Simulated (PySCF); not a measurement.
A structure optimised at ωB97X-D3(BJ)/def2-TZVP, used in a PySCF frequency run:

```
C
H 1 1.0910
H 1 1.0950 2 108.96
H 1 1.0950 2 108.96 3 -117.25
Al 1 1.9622 2 113.46 3 121.38
Cl 5 2.1192 1 115.51 2 180.00
```
Charge 0, spin multiplicity 2.

Write its SMILES, formula and point group.

[CH3][Al][Cl], CH₃AlCl, Cs

What are its rotational constants (standard atomic weights)?

22.475, 3.4903, 3.0792 GHz
